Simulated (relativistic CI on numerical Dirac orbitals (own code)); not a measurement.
**Hyperfine structure of Cr¹⁸⁺, mass number 53**

Computed by Dirac-Coulomb-Breit CI, KLI orbitals optimised for each configuration, a model potential for QED, unscaled Slater integrals (own radial code, finite nucleus).

Configuration list (outside the closed core 1s2): 2s2 2p2, 2s 2p3, 2p4, 2p3 3s, 2p3 3p, 2p3 3d, 2s2 2p 3s, 2s2 2p 3p, 2s2 2p 3d, 2s 2p2 3s, 2s 2p2 3p, 2s 2p2 3d, 2s2 2p 4s, 2s2 2p 4p, 2s2 2p 4d, 2s2 2p 4f. Levels of other configurations are missing.

Nuclear spin I = 3/2, μ = -0.47431 μN, Q = -0.15 b (tables of Stone and Pyykkö). The electronic factors are computed for point nuclear moments, without core polarisation or the Bohr-Weisskopf and QED corrections.

```
       Level  E (cm⁻¹)  A (MHz)  B (MHz)
2s2 2p2 3P_1     47617    167.5    -3000
2s2 2p2 3P_2     82692   -11210     3320
2s2 2p2 1D_2    186859   -10340    -9280
2s 2p3 5S°_2    395456   -29920    -45.1
2s 2p3 3D°_2    674016   -21060    -6940
2s 2p3 3D°_1    675303    16750    -3940
2s 2p3 3D°_3    689023   -30420     43.2
2s 2p3 3P°_1    797310   -38210     3990
```

Levels with J = 0, under 50 % of one LS term, or S terms without an open s electron are left out. Small factors come from cancelling terms and can be off by tens of per cent or more.

At this charge energies of transitions that change n are usually good to better than 1 %, and those within a shell (Δn = 0) to a few per cent.

(1) Give the hyperfine levels of 2s2 2p2 3P_2 relative to its centre of gravity.

## Answers

(1) With K = F(F + 1) − I(I + 1) − J(J + 1), E = AK/2 + B[¾K(K + 1) − I(I + 1)J(J + 1)]/[2I(2I − 1)J(2J − 1)]: F = 1/2: 53340, F = 3/2: 33620, F = 5/2: 3527, F = 7/2: -32790 MHz.

LS names give the leading component of a level, which can be under half, so a name can repeat, a term be missing and a line seem to break the LS rules.
